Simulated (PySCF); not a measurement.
**Nb: excitation energy**

Nb [Kr] 4d4 5s1 (6D) → Nb [Kr] 4d5 (6S), as a difference of total energies. Computed with PySCF 2.14 in x2c-TZVPPall (8s6p6d2f1g, 79 functions), with the spin-free X2C one-electron Hamiltonian (Gaussian nucleus). Correlated levels: valence: [Kr] frozen. The calculations carry no spin-orbit coupling.

```tsv
method	excitation energy (eV)
UHF	1.677
MP2 (valence)	1.375
SCS-MP2 (valence)	1.576
CCSD (valence)	1.379
CCSD(T) (valence)	1.358
```

Question: How much does correlation contribute at CCSD(T) (valence)?

Answer: 1.358 − (1.677) = -0.319 eV, measured against UHF.
